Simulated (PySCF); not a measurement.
Polarisability and C₆ of K (potassium, neutral)

[Ar] 4s1, 2S determinant. All numbers are calculated (PySCF 2.14, no relativity, point nucleus, in def2-QZVPPD (11s6p4d3f, 70 functions)). Coupled (time-dependent) response in atomic units; α is the mean over directions.

| method | mean α (bohr³) | C₆ (like pair) | S(−4) |
| --- | --- | --- | --- |
| UHF | 414.8 | 6576 | 166400 |
| PBE | 325.3 | 4576 | 103500 |
| PBE0 | 350.9 | 5120 | 120000 |
| BHandHLYP | 297.9 | 4042 | 85600 |
| TPSSh | 384.8 | 5839 | 145800 |

S(−4) is the Cauchy moment in α(ω) = α(0) + S(−4) ω² + …

Reference α: 289.7 ± 0.3 bohr³ (recommended; Schwerdtfeger and Nagle, table of static dipole polarizabilities (2023 update)). Published C₆: 3923 (Chu and Dalgarno (2004); Tang, Norbeck and Certain (1976)).

Hartree-Fock lies above the reference because it lacks correlation, which contracts the outer shell.

α(iu) at UHF:

```
u (hartree)  α(iu) (bohr³)
          0          414.8
     0.0500          208.5
      0.100          86.33
      0.200          29.04
      0.300          15.93
      0.500          8.366
      0.750          5.315
       1.00          3.812
       1.50          2.245
       2.00          1.463
       3.00         0.7511
       5.00         0.3042
```
